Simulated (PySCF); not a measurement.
C3H7NSi, SMILES C=C=CN[SiH3].

Geometry optimised at ωB97X-D3(BJ)/def2-SVP. The structure was generated by enumeration, and PubChem lists no compound with its InChIKey, so it may never have been made. Other conformers were not sampled.

Level of theory: PySCF with PBE/def2-TZVP.

Symmetry labels are those of the subgroup Cs that the program uses (full group Cs).

Computed valence orbital energies around the gap with their symmetry:
| orbital | symmetry | energy (eV) |
|---|---|---|
| HOMO−7 | A' | -11.02 |
| HOMO−6 | A" | -10.59 |
| HOMO−5 | A' | -9.41 |
| HOMO−4 | A" | -9.00 |
| HOMO−3 | A' | -8.32 |
| HOMO−2 | A" | -7.67 |
| HOMO−1 | A' | -6.56 |
| HOMO | A" | -4.87 |
| LUMO | A' | -1.24 |
| LUMO+1 | A" | -0.21 |
| LUMO+2 | A' | 0.02 |
| LUMO+3 | A' | 0.62 |
